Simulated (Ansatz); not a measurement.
Reaction (ligand exchange at the Si–C bond): `N#C[SiH](F)F` + H–F → `F[SiH](F)F` + `C#N`

Program: Ansatz. Geometries: PBE0-D4/def2-TZVP. ΔE: electronic, gas phase. CBS: MP2 limit from def2 TZ/QZ plus the TZ coupled-cluster correction, frozen cores. This one scheme is used for every species.

`N#C[SiH](F)F`:

```xyz
6

N    -2.126    1.133    0.330
C    -1.116    0.608    0.164
Si    0.474   -0.290   -0.049
F     1.628    0.677    0.408
F     0.639   -0.599   -1.584
H     0.501   -1.529    0.731
```

H–F:

```xyz
2

F     0.108    0.350    0.278
H    -0.108   -0.350   -0.278
```

`F[SiH](F)F`:

Z-matrix (Å, degrees):
```
Si
F 1 1.573
F 1 1.573 2 108.3
F 1 1.573 2 108.3 3 117.1
H 1 1.461 2 110.7 3 -121.4
```

`C#N`:

Z-matrix (Å, degrees):
```
C
N 1 1.146
H 1 1.069 2 180.0
```

```csv
species,CCSD(T)/def2-TZVPP energy (Eh)
`N#C[SiH](F)F`,-581.97813
H–F,-100.34454
`F[SiH](F)F`,-589.09412
`C#N`,-93.27732
```

(1) Work out ΔE.

(2) What do rigid-rotor, harmonic-oscillator terms from PBE0-D4/def2-TZVP frequencies (298.15 K, 1 bar) make of the CCSD(T)/CBS value? (Estimate.)

Largest T1 diagnostic among the species: 0.014.

## Answers

(1) ΔE = (-589.09412) + (-93.27732) − (-581.97813) − (-100.34454) = -0.04877 Eh = -128.0 kJ/mol. CCSD(T)/CBS gives -127.7 kJ/mol.

(2) Computed: ΔZPE = +4.0 kJ/mol, ΔH = -126.5 kJ/mol, ΔS = -10 J/(mol·K), ΔG = -123.7 kJ/mol.

From PBE to PBE0 (25 % exact exchange), in def2-TZVPP and without D4, ΔE moves by −3.2 kJ/mol. At CCSD(T), def2-SVP lies +4.3 kJ/mol from the extrapolated value and def2-TZVPP −0.4 kJ/mol. The D4 term adds +4.4 kJ/mol with B3LYP and +2.4 kJ/mol with PBE0; it sums over pairs of atoms, weighted by their polarisabilities, and B3LYP, whose exchange is more repulsive, gets the larger term.

B3LYP here is the variant with VWN-RPA as its local correlation; programs differ in this.
